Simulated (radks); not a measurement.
Results of a calculation; reference values are marked as such.
The iodine anion I-, [Xe], held by a Watson sphere: a shell of charge +1 at radius R that stands for the Madelung well of a crystal (potential energy -1/R inside, -1/r outside, in hartree with lengths in bohr). Level of theory: scalar-relativistic Kohn-Sham, PBE, spin-polarised, spherical densities, finite nucleus; Fermi nuclear charge, rms radius of each element as measured or else 0.836 A^(1/3) + 0.57 fm (a radial shooting solver on a logarithmic mesh with Libxc functionals). Response by self-consistent Sternheimer equations with the Hartree and adiabatic LDA kernel, the relativistic mass of each level held fixed and spin-orbit coupling left out. The sphere does not respond.

R (bohr)  e(4d) (eV)  e(5s) (eV)  e(5p) (eV)  <r> 5p (bohr)  sum of <r^2> (bohr^2)  X-ray form factor at sin(theta)/lambda = 0.2 1/angstrom  alpha (bohr^3)
2.75         -49.363     -17.386      -7.405          2.510                  70.18                                                   42.364           38.75
3.31         -48.888     -16.688      -6.832          2.570                  72.60                                                   42.318           44.70
3.39         -48.821     -16.594      -6.748          2.577                  72.91                                                   42.315           45.58
3.54         -48.694     -16.423      -6.591          2.590                  73.45                                                   42.309           47.24
5.97         -46.828     -14.317      -4.497          2.687                  78.18                                                   42.303           69.95
